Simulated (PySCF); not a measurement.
# Core binding energy against partial charge

C4H8N2SSi.
Numbering: `[CH3:1][S:2][c:3]1[cH:4][n:5][cH:6][n:7]1[SiH3:8]`

Binding energies: delta-SCF UKS SCAN, pcX-2 on the ionised atom, pcseg-1 elsewhere, spin-free X2C (PySCF 2.14.0). Charges: PBE0/pcSseg-1 ground-state density, for the ionised atom.

| atom | environment | C 1s (eV) | Mulliken (e) | IAO (e) | Hirshfeld (e) | ESP (e) |
| --- | --- | --- | --- | --- | --- | --- |
| C4 | aromatic CH next to a ring nitrogen | 290.30 | -0.015 | -0.129 | -0.059 | +0.246 |
| C6 | aromatic CH next to a ring nitrogen | 291.33 | +0.289 | +0.033 | +0.033 | +0.325 |
| C3 | substituted aromatic carbon | 291.39 | +0.071 | -0.098 | -0.011 | -0.124 |
| C1 | S-methyl carbon | 291.61 | -0.395 | -0.496 | -0.108 | -0.363 |

How well does each charge scheme correlate with the binding energies over these sites?

Hirshfeld: r = 0.05, slope 0.4 eV per e; Mulliken: r = -0.20, slope -0.4 eV per e; IAO: r = -0.33, slope -0.8 eV per e; ESP: r = -0.62, slope -1.1 eV per e. On 4 points no scheme stands out.

The point-charge model writes a binding energy as kq + V + constant, with V the potential of the other atoms' charges at the site. What does it give with the Mulliken charges?

V = Σ 14.40 eV Å × q/r over all other atoms: -2.31 eV at C4, -7.05 eV at C6, -4.40 eV at C3, +6.23 eV at C1. Fitting binding energy − V to q gives k = 19.6 eV per e and leaves an rms residual of 0.66 eV, against 0.50 eV for the fit on q alone. The model has no term for differences in relaxation between sites.

Isolated species at its PBE0-D3(BJ)/def2-SVP geometry (one conformer only).

Shape of the structure used: `[CH3:1][S:2][c:3]1[cH:4][n:5][cH:6][n:7]1[SiH3:8]`: C1–S2–C3–C4 -2°.
